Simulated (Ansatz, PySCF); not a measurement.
Reaction R1 + R2 → P1, each structure at its B3LYP-D3(BJ)/def2-TZVP stationary point, reached from a drawn start (curvature not checked).
R1, H2 (SMILES [H][H]) (charge 0, multiplicity 1):
```csv
atom,x (Å),y (Å),z (Å)
H,0.0000,0.0000,0.3720
H,0.0000,0.0000,-0.3720
```
P1: C2H6 (SMILES CC), charge 0, multiplicity 1.
R2: C2H4 (SMILES C=C), charge 0, multiplicity 1.

P less R. No zero-point or thermal terms.

Frozen-core correlation throughout.

Codes used: Ansatz (a first-principles code); PySCF for the D3/D4 terms. Each number belongs to the level named beside it.

| level | reaction energy (eV) |
|---|---|
| HF/cc-pVQZ | -1.695 |
| r2SCAN-D4/def2-TZVPP | -1.813 |
| B3LYP/def2-TZVPP | -1.657 |
| BHLYP-D4/def2-TZVPP | -1.824 |
| wB97M-V/def2-TZVPP | -1.775 |
| MP2/cc-pVQZ | -1.786 |
| SCS-MP2/cc-pVDZ | -1.786 |
| CCSD/cc-pVDZ | -1.795 |
| CCSD(T)/cc-pVTZ | [?] |

### Question
Complete the blanks.

### Answer

- CCSD(T)/cc-pVTZ, reaction energy (eV): -1.727
